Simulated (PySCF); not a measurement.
# Basis and Hamiltonian dependence of the ionisation energy of Mg⁺

Mg⁺ [Ne] 3s1 (2S) → Mg²⁺ [Ne] (1S). Calculated with PySCF 2.14 from differences of total energies of unrestricted determinants, without spin-orbit coupling. Values in eV.

```csv
basis,Hamiltonian,functions,UHF,PBE,PBE0,CCSD(T) (valence and next inner shell)
x2c-SVPall,spin-free X2C,18,14.630,n/a,n/a,n/a
def2-TZVP,non-relativistic,32,14.712,n/a,15.208,n/a
cc-pVTZ-DK,spin-free X2C,34,14.745,15.363,n/a,n/a
ANO-RCC-VTZP,spin-free X2C,34,14.736,15.331,15.232,14.893
aug-cc-pCVDZ,non-relativistic,36,14.716,15.288,15.197,14.797
"x2c-TZVPPall with one added diffuse shell each of s, p, d type",spin-free X2C,41,14.734,15.331,15.233,14.902
"aug-cc-pVTZ with one added diffuse shell each of s, p, d, f type",non-relativistic,66,14.723,15.340,15.234,n/a
x2c-QZVPPall,spin-free X2C,66,14.745,15.360,15.255,14.999
aug-cc-pCVTZ,non-relativistic,75,14.723,15.335,15.231,14.939
"aug-cc-pVQZ with one added diffuse shell each of s, p, d, f, g type",non-relativistic,109,14.724,15.342,15.236,n/a
dyall-av3z,non-relativistic,117,14.724,15.337,15.232,n/a
dyall-av3z,spin-free X2C,117,14.745,15.360,15.255,n/a
dyall-acv3z,non-relativistic,122,14.724,15.337,15.232,n/a
aug-cc-pCVQZ-DK,spin-free X2C,134,14.745,15.359,15.254,n/a
```

Frozen in the all-electron rows: valence: [Ne]; valence and next inner shell: 1s2.

Reference for a calculation without spin-orbit coupling: 15.035 eV (measured, between term centres; NIST).
